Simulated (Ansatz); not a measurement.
Reaction (cleavage of the Si–Al bond): `[SiH3][AlH][GeH3]` + `[OH][In]([OH])[OH]` → `[OH][In]([OH])[O][SiH3]` + `[AlH2][GeH3]`

Gas-phase electronic energies from Ansatz, PBE0-D4/def2-TZVP geometries. CCSD(T)/CBS is the MP2 limit (def2-TZVPP, def2-QZVPP) plus CCSD(T) − MP2 in def2-TZVPP, frozen cores. Elements past krypton have def2 core potentials. For Ge, In outer-core shells are correlated without core-valence functions, which leaves a few kJ/mol of doubt a bond. Scalar relativity is left out up to krypton. Each species was taken in one conformer, which may not be the lowest.

```json
{"species": "`[SiH3][AlH][GeH3]`", "MP2/CBS(def2) energy (Eh)": "-2611.31582"}
{"species": "`[OH][In]([OH])[OH]`", "MP2/CBS(def2) energy (Eh)": "-417.16567"}
{"species": "`[OH][In]([OH])[O][SiH3]`", "MP2/CBS(def2) energy (Eh)": "-707.46086"}
{"species": "`[AlH2][GeH3]`", "MP2/CBS(def2) energy (Eh)": "-2321.05861"}
```

Question: Work out ΔE.

Answer: ΔE = (-707.46086) + (-2321.05861) − (-2611.31582) − (-417.16567) = -0.03798 Eh = -99.7 kJ/mol. CCSD(T)/CBS gives -91.3 kJ/mol.

Largest T1 diagnostic among the species: 0.017.

From r2SCAN to r2SCAN0 (25 % exact exchange), in def2-TZVPP and without D4, ΔE moves by −4.2 kJ/mol. Leaving LDA and LC-ωPBE aside and taking each functional with its dispersion term where it has one, the values, not all of them listed here, spread over 41.1 kJ/mol, from BHLYP-D4 to PBE-D4. LDA lies −4.0 kJ/mol from PBE without D4. In def2-TZVPP, CCSD(T) changes the Hartree–Fock value by +27.5 kJ/mol (the triples alone add +3.2 kJ/mol) and MP2 by +19.1 kJ/mol.
